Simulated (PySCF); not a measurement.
**How methods differ on the excitation energy of Ne²⁺**

Ne²⁺ [He] 2s2 2p4 (3P) → Ne²⁺ [He] 2s2 2p3 3s1 (5S), as a difference of total energies. All numbers are calculated (PySCF 2.14, the spin-free X2C one-electron Hamiltonian (Gaussian nucleus), in dyall-acv3z (15s9p4d2f, 76 functions)). Correlated levels: valence: 1s2 frozen; virtual orbitals above 40 to 60 times the deepest correlated orbital energy dropped. The calculations carry no spin-orbit coupling.

```json
{"method": "UHF", "excitation energy (eV)": "37.254"}
{"method": "MP2 (valence)", "excitation energy (eV)": "38.144"}
{"method": "SCS-MP2 (valence)", "excitation energy (eV)": "38.330"}
{"method": "CCSD (valence)", "excitation energy (eV)": "38.115"}
{"method": "CCSD(T) (valence)", "excitation energy (eV)": "38.117"}
```

How much does correlation contribute at CCSD(T) (valence)?

38.117 − (37.254) = 0.863 eV, measured against UHF.

A first-order spin-orbit estimate (lowest level to lowest level, LS coupling) adds 0.038 eV.

The promoted electron is Rydberg-like, and one or two diffuse shells describe it only roughly, which tends to raise the upper state.
